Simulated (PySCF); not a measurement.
**Correlation energy of Ru (ruthenium, neutral)**

[Kr] 4d6 5s1 6s1, high-spin 7D determinant (an excited configuration). All numbers are calculated (PySCF 2.14, the spin-free X2C one-electron Hamiltonian (Gaussian nucleus), in x2c-TZVPPall with one added diffuse shell each of s, p, d, f type (9s7p7d3f1g, 95 functions)). Frozen: [Kr]; 8 electrons correlated.

```tsv
level	correlation energy (mhartree)
CCSD	-142.43
(T)	-3.96
CCSD(T)	-146.39
```

Diagnostics: T1 = 0.011, D1 = 0.0433, largest double amplitude 0.043.

The outer electron is Rydberg-like, and this basis confines it to a smaller radius and binds it less than a complete one would.

Cost of the coupled-cluster step: about 23 core-seconds, for 8 correlated electrons.

Iterations:

```
CC2 = 0
CCSD nocc = (np.int64(7), np.int64(1)), nmo = (77, 77)
frozen orbitals [[0, 1, 2, 3, 4, 5, 6, 7, 8, 9, 10, 11, 12, 13, 14, 15, 16, 17], [0, 1, 2, 3, 4, 5, 6, 7, 8, 9, 10, 11, 12, 13, 14, 15, 16, 17]]
max_cycle = 100
direct = 0
conv_tol = 1e-08
conv_tol_normt = 1e-06
diis_space = 8
diis_start_cycle = 0
Init t2, MP2 energy = -0.135993968238669
Init E_corr(UCCSD) = -0.135993968239695
cycle = 1  E_corr(UCCSD) = -0.140803494492334  dE = -0.00480952625  norm(t1,t2) = 0.0355506
cycle = 2  E_corr(UCCSD) = -0.141789441548524  dE = -0.000985947056  norm(t1,t2) = 0.01566
cycle = 3  E_corr(UCCSD) = -0.142454525668184  dE = -0.00066508412  norm(t1,t2) = 0.00807481
cycle = 4  E_corr(UCCSD) = -0.142417962958053  dE = 3.65627101e-05  norm(t1,t2) = 0.00124308
cycle = 5  E_corr(UCCSD) = -0.142420224761096  dE = -2.26180304e-06  norm(t1,t2) = 0.000644304
cycle = 6  E_corr(UCCSD) = -0.142428340820044  dE = -8.11605895e-06  norm(t1,t2) = 0.000415597
cycle = 7  E_corr(UCCSD) = -0.142426424663454  dE = 1.91615659e-06  norm(t1,t2) = 0.000200367
cycle = 8  E_corr(UCCSD) = -0.142426663253563  dE = -2.38590109e-07  norm(t1,t2) = 0.000101542
cycle = 9  E_corr(UCCSD) = -0.142426691626215  dE = -2.83726517e-08  norm(t1,t2) = 9.37386e-05
cycle = 10  E_corr(UCCSD) = -0.142426508386113  dE = 1.83240102e-07  norm(t1,t2) = 0.000161788
cycle = 11  E_corr(UCCSD) = -0.142426779738981  dE = -2.71352868e-07  norm(t1,t2) = 4.241e-05
cycle = 12  E_corr(UCCSD) = -0.142426517558748  dE = 2.62180233e-07  norm(t1,t2) = 8.39388e-05
cycle = 13  E_corr(UCCSD) = -0.142426470546913  dE = 4.70118349e-08  norm(t1,t2) = 2.04642e-05
cycle = 14  E_corr(UCCSD) = -0.14242663301133  dE = -1.62464417e-07  norm(t1,t2) = 8.72773e-06
cycle = 15  E_corr(UCCSD) = -0.142426695963341  dE = -6.29520112e-08  norm(t1,t2) = 3.3823e-06
cycle = 16  E_corr(UCCSD) = -0.142426708721377  dE = -1.27580361e-08  norm(t1,t2) = 1.71394e-06
cycle = 17  E_corr(UCCSD) = -0.1424266967531  dE = 1.19682779e-08  norm(t1,t2) = 9.99052e-07
cycle = 18  E_corr(UCCSD) = -0.142426689717615  dE = 7.03548494e-09  norm(t1,t2) = 6.82786e-07
UCCSD converged
E(UCCSD) = -4527.971015917264  E_corr = -0.1424266897176146
UCCSD(T) correction = -0.00395575499901031
```
